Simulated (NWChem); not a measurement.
System: CH₄BI; SMILES CBI

Input file for NWChem:

```
start job
memory heap 200 mb stack 900 mb global 1100 mb
geometry units angstroms noautoz
  B     -0.636097     1.390476     0.004856
  H     -1.833101     1.533598    -0.014490
  I      0.010266    -0.638248    -0.000815
  C      0.357275     2.582225     0.008210
  H      0.056402     3.315124     0.777136
  H      0.235535     3.113333    -0.955289
  H      1.416562     2.324254     0.135014
end
basis spherical
  * library def2-svp
end
ecp
  I library def2-ecp
end
dft
  xc xcamb88 1.00 lyp 0.81 vwn_5 0.19 hfexch 1.00
  cam 0.33 cam_alpha 0.19 cam_beta 0.46
  iterations 150
  vectors input atomic output neutral.movecs
end
task dft energy
charge 1
dft
  odft
  mult 2
  vectors input atomic output cation.movecs
end
task dft energy
```

Output (shortened):

```
             Northwest Computational Chemistry Package (NWChem) 7.3.0
             --------------------------------------------------------

 C1  symmetry detected

                             Geometry "geometry" -> ""
                             -------------------------

 Output coordinates in angstroms (scale by  1.889725989 to convert to a.u.)

  No.       Tag          Charge          X              Y              Z
 ---- ---------------- ---------- -------------- -------------- --------------
    1 B                    5.0000    -0.64110049     1.40021844     0.00519168
    2 H                    1.0000    -1.83954194     1.53127887    -0.01023557
    3 I                   53.0000     0.02559427    -0.62191769     0.00050887
    4 C                    6.0000     0.34025045     2.60188864     0.00320905
    5 H                    1.0000     0.03468015     3.33297755     0.77200584
    6 H                    1.0000     0.20985805     3.13018032    -0.96070609
    7 H                    1.0000     1.40250734     2.35477659     0.12675324

 Effective nuclear repulsion energy (a.u.)     177.8116244490

                                 NWChem DFT Module
                                 -----------------

 Summary of "ao basis" -> "ao basis" (spherical)
 ------------------------------------------------------------------------------
       Tag                 Description            Shells   Functions and Types
 ---------------- ------------------------------  ------  ---------------------
 B                          def2-svp                 6       14   3s2p1d
 H                          def2-svp                 3        5   2s1p
 I                          def2-svp                10       26   4s4p2d
 C                          def2-svp                 6       14   3s2p1d

            General Information
            -------------------
          SCF calculation type: DFT
          Wavefunction type:  closed shell.
          No. of atoms     :     7
          No. of electrons :    40
           Alpha electrons :    20
            Beta electrons :    20
          Charge           :     0
          Spin multiplicity:     1
          Use of symmetry is: off; symmetry adaption is: off
          Maximum number of iterations: 150
          AO basis - number of functions:    74
                     number of shells:    34
          Convergence on energy requested:  1.00D-06
          Convergence on density requested:  1.00D-05
          Convergence on gradient requested:  5.00D-04

              XC Information
              --------------
                     Hartree-Fock (Exact) Exchange  1.000
                   CAM-Becke88 Exchange Functional  1.000
                      VWN V Correlation Functional  0.190 local
              Lee-Yang-Parr Correlation Functional  0.810

           Range-Separation Parameters
           ---------------------------
           Alpha           :  0.19
           Beta            :  0.46
           Gamma           :  0.33
           Short-Range HF  :     F

             Grid Information
             ----------------
          Grid used for XC integration:  medium
          Radial quadrature: Mura-Knowles
          Angular quadrature: Lebedev.
          Tag              B.-S. Rad. Rad. Pts. Rad. Cut. Ang. Pts.
          ---              ---------- --------- --------- ---------
          B                   0.85       49           8.0       434
          H                   0.35       45          11.0       434
          I                   1.40      123          11.0       590
          C                   0.70       49          10.0       434
          Grid pruning is: on
          Number of quadrature shells:   401
          Spatial weights used:  Erf1

      Superposition of Atomic Density Guess
      -------------------------------------

 Sum of atomic energies:        -411.25304110

      Non-variational initial energy
      ------------------------------

 Total energy =    -362.026405
 1-e energy   =    -797.430779
 2-e energy   =     337.047457
 HOMO         =      -0.325049
 LUMO         =      -0.013168

   convergence    iter        energy       DeltaE   RMS-Dens  Diis-err
 ---------------- ----- ----------------- --------- --------- ---------
 d= 0,ls=0.0,diis     1   -362.9517605059 -4.61D+02  8.80D-03  2.36D-01
 d= 0,ls=0.0,diis     2   -362.9759972282 -2.42D-02  4.80D-03  8.00D-02
 d= 0,ls=0.0,diis     3   -362.9877444932 -1.17D-02  1.24D-03  9.04D-03
 d= 0,ls=0.0,diis     4   -362.9893641245 -1.62D-03  2.57D-04  2.05D-04
 d= 0,ls=0.0,diis     5   -362.9893929950 -2.89D-05  8.37D-05  3.52D-05
  Resetting Diis
 d= 0,ls=0.0,diis     6   -362.9893982975 -5.30D-06  2.36D-05  6.11D-07
 d= 0,ls=0.0,diis     7   -362.9893984402 -1.43D-07  6.42D-06  4.39D-08

         Total DFT energy =     -362.989398440237
      One electron energy =     -800.126180817869
           Coulomb energy =      371.909700548800
    Exchange-Corr. energy =      -33.129835036644
 Nuclear repulsion energy =       98.356916865477

 Numeric. integr. density =       39.999998586717

                       DFT Final Molecular Orbital Analysis
                       ------------------------------------

 Vector   18  Occ=2.000000D+00  E=-3.815853D-01
              MO Center= -2.1D-01,  5.0D-01,  1.4D-02, r^2= 3.8D+00
   Bfn.  Coefficient  Atom+Function         Bfn.  Coefficient  Atom+Function
  ----- ------------  ---------------      ----- ------------  ---------------
    31      0.459604  3 I  py                34      0.311360  3 I  py
     5      0.295055  1 B  py                15     -0.190563  2 H  s
    50      0.186518  4 C  py                28     -0.184481  3 I  py
     4     -0.163291  1 B  px                25     -0.150044  3 I  py
    30     -0.125297  3 I  px                70     -0.122629  7 H  s

 Vector   19  Occ=2.000000D+00  E=-3.345629D-01
              MO Center= -2.8D-02, -3.9D-01, -1.9D-03, r^2= 2.4D+00
   Bfn.  Coefficient  Atom+Function         Bfn.  Coefficient  Atom+Function
  ----- ------------  ---------------      ----- ------------  ---------------
    32      0.586323  3 I  pz                35      0.505371  3 I  pz
    29     -0.238158  3 I  pz                26     -0.192925  3 I  pz
     6     -0.126576  1 B  pz                 9      0.084421  1 B  pz
    51     -0.058988  4 C  pz                65      0.058979  6 H  s
    60     -0.048217  5 H  s                 66      0.047497  6 H  s

 Vector   20  Occ=2.000000D+00  E=-3.123713D-01
              MO Center= -3.0D-02, -4.2D-01,  5.3D-04, r^2= 2.5D+00
   Bfn.  Coefficient  Atom+Function         Bfn.  Coefficient  Atom+Function
  ----- ------------  ---------------      ----- ------------  ---------------
    30      0.572399  3 I  px                33      0.509160  3 I  px
    27     -0.231666  3 I  px                24     -0.187243  3 I  px
    31      0.179100  3 I  py                34      0.167632  3 I  py
    15      0.113890  2 H  s                  4      0.106080  1 B  px
    16      0.103133  2 H  s                 50      0.102446  4 C  py

 Vector   21  Occ=0.000000D+00  E=-1.409891D-02
              MO Center= -5.4D-01,  1.2D+00,  7.7D-03, r^2= 3.0D+00
   Bfn.  Coefficient  Atom+Function         Bfn.  Coefficient  Atom+Function
  ----- ------------  ---------------      ----- ------------  ---------------
     9      0.666839  1 B  pz                 6     -0.531264  1 B  pz
    35     -0.346935  3 I  pz                66      0.253429  6 H  s
    61     -0.200209  5 H  s                 32     -0.192119  3 I  pz
    65      0.137684  6 H  s                 60     -0.115035  5 H  s
    42      0.087085  3 I  d -1              29      0.081514  3 I  pz

 Vector   22  Occ=0.000000D+00  E= 8.280175D-02
              MO Center= -1.0D-01,  2.4D-01, -2.4D-03, r^2= 4.6D+00
   Bfn.  Coefficient  Atom+Function         Bfn.  Coefficient  Atom+Function
  ----- ------------  ---------------      ----- ------------  ---------------
     3      1.244245  1 B  s                 34     -1.118380  3 I  py
    23     -0.972224  3 I  s                  8     -0.848550  1 B  py
    71     -0.433243  7 H  s                  5      0.410362  1 B  py
     2      0.374316  1 B  s                 33      0.373708  3 I  px
    61      0.307164  5 H  s                  7      0.274719  1 B  px

 Vector   23  Occ=0.000000D+00  E= 1.066783D-01
              MO Center=  2.3D-01,  2.8D+00, -9.0D-02, r^2= 5.0D+00
   Bfn.  Coefficient  Atom+Function         Bfn.  Coefficient  Atom+Function
  ----- ------------  ---------------      ----- ------------  ---------------
    48      3.014874  4 C  s                 66     -1.100226  6 H  s
     3     -1.040080  1 B  s                 61     -1.036515  5 H  s
    71     -0.886364  7 H  s                  8     -0.554510  1 B  py
     7     -0.349297  1 B  px                53      0.197682  4 C  py
     2      0.192799  1 B  s                 33      0.147775  3 I  px

     Multipole analysis of the density
     ---------------------------------

     L   x y z        total         alpha         beta         nuclear
     -   - - -        -----         -----         ----         -------
     0   0 0 0      0.000000    -20.000000    -20.000000     40.000000

     1   1 0 0      0.052338      0.703295      0.703295     -1.354252
     1   0 1 0      0.593921    -16.156596    -16.156596     32.907112
     1   0 0 1     -0.018628      0.004148      0.004148     -0.026925

     2   2 0 0    -30.910285    -30.029071    -30.029071     29.147857
     2   1 1 0     -0.327752     -3.170074     -3.170074      6.012395
     2   1 0 1     -0.031786     -0.037315     -0.037315      0.042844
     2   0 2 0    -27.054275   -172.239701   -172.239701    317.425127
     2   0 1 1     -0.106029      0.076919      0.076919     -0.259866
     2   0 0 2    -29.755217    -17.618978    -17.618978      5.482739

                                 NWChem DFT Module
                                 -----------------

[...]
```

Level: CAM-B3LYP/def2-SVP with def2 effective core potentials on I, vertical spin-unrestricted ions. All runs use the structure optimised with PBE0/def2-SVP. Not confirmed as a minimum by frequencies. def2 effective core potentials on I; no spin-orbit coupling.
